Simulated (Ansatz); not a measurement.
Total energies of C4H3F7 (`FC(F)[C@H](F)[C@@H](F)C(F)(F)F`).

```xyz
14

F     2.750   -1.180   -0.183
C     1.445   -1.188   -0.516
F     1.351   -0.955   -1.848
C     0.737   -0.065    0.227
F     0.820   -0.339    1.565
C    -0.707    0.057   -0.213
F    -1.374   -1.116    0.013
C    -1.470    1.182    0.482
F    -2.682    1.311   -0.057
F    -0.815    2.336    0.305
F    -1.620    0.979    1.783
H     1.028   -2.173   -0.293
H     1.262    0.873    0.019
H    -0.727    0.277   -1.285
```

The species carries charge 0 and has multiplicity 1. The geometry is a stationary point of PBE0-D4/def2-TZVP. It is one conformer, not always the lowest. Basis def2-TZVPP, the Gaussian-basis code of Ansatz.

RPA on PBE orbitals: Hartree–Fock energy of these orbitals -849.52389 Eh, correlation -3.57995 Eh (frozen core).

| functional | energy without D4 (Eh) | D4 term (kJ/mol) |
| --- | --- | --- |
| LDA (SPW92) | -847.70335 | – |
| PBE | -852.65836 | -30.6 |
| revPBE | -853.21104 | -105.0 |
| BLYP | -853.38612 | -68.0 |
| r2SCAN | -853.13988 | -8.2 |
| B97M-V | -853.25937 | – |
| PBE0 | -852.66664 | -25.7 |
| B3LYP | -853.50011 | -48.3 |
| r2SCANh | -853.09394 | -8.5 |
| r2SCAN0 | -853.02800 | -9.3 |
| HSE06 (plane-wave form) | -852.63111 | -23.7 |
| BHLYP | -853.15861 | -32.7 |
| CAM-B3LYP | -853.27981 | -25.6 |
| LC-ωPBE | -853.03545 | – |
| ωB97X-V | -853.23893 | – |
| ωB97M-V | -853.29609 | – |
| B2PLYP | -853.00486 | – |
| PBE-QIDH | -852.56102 | – |

B3LYP takes the VWN-RPA correlation (the form of Gaussian; ORCA's B3LYP/G). HSE06 is the plane-wave form, built on full-range PBE exchange. The double hybrids freeze the cores in their second-order part.

LC-ωPBE has ω = 0.4 bohr⁻¹.
